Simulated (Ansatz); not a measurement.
Ideal-gas functions of CH$_{4}$GeO$_{2}$, SMILES `[OH][GeH]1[CH2][O]1` at 298.15 K and 1 bar, from an Ansatz frequency run at PBE0-D4/def2-TZVP.

Molar mass 120.65 g/mol, point group C1 (symmetry number 1), electronic degeneracy 1, moments of inertia 43.57, 124.737, 132.607 u Å². Harmonic wavenumbers (cm⁻¹, unscaled): 152, 203, 226, 442, 625, 656, 706, 747, 790, 926, 1016, 1121, 1140, 1472, 2200, 3077, 3159, 3889.

Use S(trans) = R[1.5 ln M + 2.5 ln T − 1.1517]; rotational temperatures θ = 24.2544 K / I; S(rot) = R[ln(√π/σ · √(T³/θAθBθC)) + 1.5]; for each mode x = 1.438777 ν̃/T, S = R[x/(eˣ − 1) − ln(1 − e⁻ˣ)] and H = RT x/(eˣ − 1); 1 cm⁻¹ = 0.0119627 kJ/mol; R = 8.31446 J/(mol·K).

**Question.** By hand: the entropy, in J/(mol·K).

**Answer.** Translation 168.6. Rotation: θ = 0.5567, 0.1944, 0.1829 K, giving 104.6. Vibration, mode by mode: 11.08, 8.81, 7.99, 3.43, 1.71, 1.52, 1.25, 1.07, 0.90, 0.53, 0.37, 0.24, 0.22, 0.06, 0.00, 0.00, 0.00, 0.00, in all 39.2. Electronic 0.0. Sum 312.4 J/(mol·K).

**Question.** By hand: H − E and G − E in kJ/mol, counted from the electronic energy.

**Answer.** Zero-point energy ½ × 22547 × 0.0119627 = 134.9; thermal vibration 7.1; translation, rotation and pV give 4 RT = 9.9. H − E = 151.9 kJ/mol, and G − E = 151.9 − 298.15 × 312.4/1000 = 58.8 kJ/mol.

Vibration gives 13 % of the entropy. The sum counts one conformer and one mirror image; others add a mixing term.
